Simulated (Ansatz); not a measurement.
C9H20 can be A, `CCC(C)(C)C(C)(C)C`, or B, `CC(C)(C)CC(C)(C)C`.

Calculated with Ansatz (gas phase, PBE0-D4/def2-TZVP geometries, no zero-point term in ΔE). CBS: MP2 limit from def2 TZ/QZ plus the TZ coupled-cluster correction, frozen cores. Functionals use def2-TZVPP. B3LYP here is the variant with VWN-RPA as its local correlation; programs differ in this. One conformer a species, not always the lowest.

A:

```xyz
29

C     2.434   -1.217   -0.936
C     0.979   -1.184   -0.493
C     0.465    0.162    0.057
C     0.901    1.295   -0.874
C     1.108    0.406    1.424
C    -1.104    0.126    0.184
C    -1.620    1.298    1.024
C    -1.775    0.216   -1.189
C    -1.584   -1.163    0.855
H     2.714   -2.232   -1.228
H     2.615   -0.570   -1.796
H     3.117   -0.912   -0.140
H     0.833   -1.950    0.274
H     0.359   -1.487   -1.343
H     0.655    1.087   -1.918
H     0.432    2.242   -0.601
H     1.981    1.443   -0.815
H     2.193    0.304    1.358
H     0.758   -0.305    2.176
H     0.905    1.414    1.791
H    -1.261    2.262    0.658
H    -2.712    1.322    0.986
H    -1.333    1.205    2.073
H    -1.624    1.192   -1.653
H    -2.853    0.070   -1.080
H    -1.412   -0.547   -1.881
H    -2.659   -1.098    1.046
H    -1.418   -2.040    0.226
H    -1.093   -1.337    1.815
```

B:

```xyz
29

C    -0.0873   -2.3784    1.2519
C     0.4727   -1.2027    0.4471
C     0.7299   -1.6846   -0.9776
C     1.8002   -0.7992    1.0900
C    -0.5805   -0.0780    0.5446
C    -0.5869    1.1873   -0.3399
C    -1.5788    2.1544    0.3113
C    -1.0941    0.8941   -1.7525
C     0.7669    1.8857   -0.4267
H    -0.3096   -2.0799    2.2805
H     0.6318   -3.2015    1.2893
H    -1.0111   -2.7569    0.8055
H    -0.1992   -1.9664   -1.4796
H     1.3790   -2.5652   -0.9606
H     1.2279   -0.9255   -1.5838
H     2.3081   -0.0061    0.5422
H     1.6471   -0.4539    2.1167
H     2.4760   -1.6586    1.1266
H    -0.5642    0.2570    1.5896
H    -1.5652   -0.5432    0.4078
H    -1.6939    3.0587   -0.2929
H    -2.5653    1.6935    0.4167
H    -1.2407    2.4543    1.3070
H    -1.2155    1.8281   -2.3091
H    -0.4131    0.2607   -2.3201
H    -2.0683    0.3976   -1.7216
H     0.6603    2.8392   -0.9524
H     1.5003    1.2922   -0.9757
H     1.1735    2.0972    0.5656
```

(1) Which isomer does CCSD(T)/CBS put lower? Give the gap. (Estimate.)

(2) Give E(B) − E(A) in kJ/mol with B3LYP-D4, CCSD/def2-TZVPP, PBE-D4, BLYP-D4, CCSD(T)/def2-SVP, r2SCAN-D4, HF/def2-TZVPP. (Best estimate.)

Largest T1 diagnostic: 0.009.

Answers

(1) Ansatz gave: B, by 3.1 kJ/mol.

(2) The calculation gave: B3LYP-D4 -6.5, CCSD/def2-TZVPP -4.5, PBE-D4 -5.3, BLYP-D4 -6.4, CCSD(T)/def2-SVP -3.3, r2SCAN-D4 -4.5, HF/def2-TZVPP -15.4. None reverses the order clearly.

From BLYP to BHLYP (50 % exact exchange), in def2-TZVPP and without D4, E(B) − E(A) moves by +3.5 kJ/mol. Leaving LDA and LC-ωPBE aside and taking each functional with its dispersion term where it has one, the values, not all of them listed here, spread over 5.2 kJ/mol, from B2PLYP to revPBE-D4. LDA lies +9.4 kJ/mol from PBE without D4.
